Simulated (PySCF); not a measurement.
Polarisability and C₆ of Co (cobalt, neutral)

[Ar] 3d7 4s2, high-spin 4F determinant. Computed with PySCF 2.14 in x2c-TZVPPall with one added diffuse shell each of s, p, d, f type (7s6p5d3f1g, 80 functions), with the spin-free X2C one-electron Hamiltonian (Gaussian nucleus). Coupled (time-dependent) response in atomic units; α is the mean over directions.

```
method  mean α (bohr³)  C₆ (like pair)  S(−4)
   UHF           70.29           640.5   3239
   PBE           52.15           436.2   1423
  PBE0           55.58           473.7   1639
```

S(−4) is the Cauchy moment in α(ω) = α(0) + S(−4) ω² + …

Reference α: 55 ± 4 bohr³ (recommended; Schwerdtfeger and Nagle, table of static dipole polarizabilities (2023 update)). Published C₆: 408.0 (Chu and Dalgarno (2004); Tang, Norbeck and Certain (1976)).

Hartree-Fock lies above the reference because it lacks correlation, which contracts the outer shell.

α(iu) at PBE:

```csv
u (hartree),α(iu) (bohr³)
0,52.15
0.0500,48.86
0.100,41.38
0.200,26.67
0.300,17.62
0.500,9.410
0.750,5.562
1.00,3.824
1.50,2.247
2.00,1.534
3.00,0.8834
5.00,0.4183
```

A single London oscillator, α(iu) = α/(1 + u²/ω²), gives C₆ = (3/4) ω α². Matching the computed C₆ needs ω = 4 × 436.2 / (3 × 52.15²) = 0.214 hartree.
